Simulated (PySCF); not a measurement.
## Iridium: a sound run and one with changed settings

Sound run: Ir [Xe] 4f14 5d7 6s2, Ir+ [Xe] 4f14 5d7 6s1. Calculation: PySCF 2.14, in def2-TZVP with the def2 core potential (60 electrons) (6s4p3d1f, 40 functions); a scalar-relativistic core potential. The sound run starts from symmetry-adapted Hartree-Fock orbitals and uses a fine grid where one is needed.

Changed run: 14 angular points. This setting is unsound on purpose.

```json
{"species": "Ir", "method": "UHF", "sound run (hartree)": "-103.44321", "changed run (hartree)": "-103.44321", "converged": "yes"}
{"species": "Ir", "method": "LDA", "sound run (hartree)": "-104.05054", "changed run (hartree)": "-104.04647", "converged": "yes"}
{"species": "Ir", "method": "M06-2X", "sound run (hartree)": "-104.12971", "changed run (hartree)": "-104.12913", "converged": "yes"}
{"species": "Ir+", "method": "UHF", "sound run (hartree)": "-103.18504", "changed run (hartree)": "-103.18504", "converged": "yes"}
{"species": "Ir+", "method": "LDA", "sound run (hartree)": "-103.70738", "changed run (hartree)": "-103.70496", "converged": "yes"}
{"species": "Ir+", "method": "M06-2X", "sound run (hartree)": "-103.80880", "changed run (hartree)": "-103.81653", "converged": "yes"}
```

Ionisation energy of Ir:

```csv
method,sound run (eV),changed run (eV)
UHF,7.025,7.025
LDA,9.338,9.293
M06-2X,8.732,8.506
```

A coarse angular grid integrates products of high-l functions wrongly, so density functionals can shift, and the SCF can exploit the error; Hartree-Fock and MP2 need no grid.

For comparison, NIST gives 8.967 eV between the lowest levels.
